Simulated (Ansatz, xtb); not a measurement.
Pulling on the Be1–H2 bond in BeH2O (SMILES [BeH][OH]) (multiplicity 1 held, fragments rigid). Energies count from the point at 1.328 Å.
Geometry at that point (charge 0, multiplicity 1):
```xyz
4

Be    -0.78408    -0.35296     0.02982
H     -1.99530    -0.89493     0.07985
O      0.51114     0.18522    -0.07360
H      1.04250     0.82503     0.38969
```

Restricted levels (R-, RO-) in cc, def2 and unpolarised 6-31G sets keep to the state of the molecule at rest. U- levels take the lowest unrestricted solution at each point, which mixes spins at long bonds. Active spaces are followed from a long bond inwards. Curves can end on different states.

Correlated levels freeze the cores.

Programs: Ansatz (Gaussian orbitals); xtb for the GFN methods.  The GFN methods have no spin term and hold the electronic entropy of 300 K.

Energies in kJ/mol.

| R (Å) | GFN2-xTB | R-SCS-MP2/aug-cc-pVDZ | U-SCS-MP2/aug-cc-pVDZ | R-CCSDT/aug-cc-pVDZ | FIC-MRCISD on CASSCF(2,2)/aug-cc-pVDZ | FIC-MRCISD+Q on CASSCF(2,2)/aug-cc-pVDZ |
|---|---|---|---|---|---|---|
| 1.062 | 43 | 83 | 83 | 84 | 84 | 83 |
| 1.195 | 2 | 17 | 17 | 18 | 18 | 18 |
| 1.328 | 0 | 0 | 0 | 0 | 0 | 0 |
| 1.461 | 17 | 10 | 10 | 9 | 9 | 10 |
| 1.593 | 43 | 36 | 36 | 34 | 34 | 34 |
| 1.793 | 87 | 90 | 90 | 85 | 84 | 85 |
| 1.992 | 134 | 149 | 149 | 140 | 138 | 141 |
| 2.324 | 210 | 244 | 276 | 225 | 222 | 225 |
| 2.656 | 281 | 325 | 336 | 290 | 286 | 290 |
| 3.054 | 353 | 401 | 364 | 341 | 335 | 341 |
| 3.585 | 424 | 466 | 375 | 372 | 365 | 371 |
| 4.249 | 475 | 501 | 379 | 383 | 376 | 382 |

Doubts at one or more of the structures used: a restricted determinant that unrestricted orbitals would lower (R-SCS-MP2/aug-cc-pVDZ, R-CCSDT/aug-cc-pVDZ); a spin-contaminated determinant (U-SCS-MP2/aug-cc-pVDZ); T1 above 0.05 (R-CCSDT/aug-cc-pVDZ); other coupled-cluster roots lie near (R-CCSDT/aug-cc-pVDZ).

Ansatz is a first-principles code.
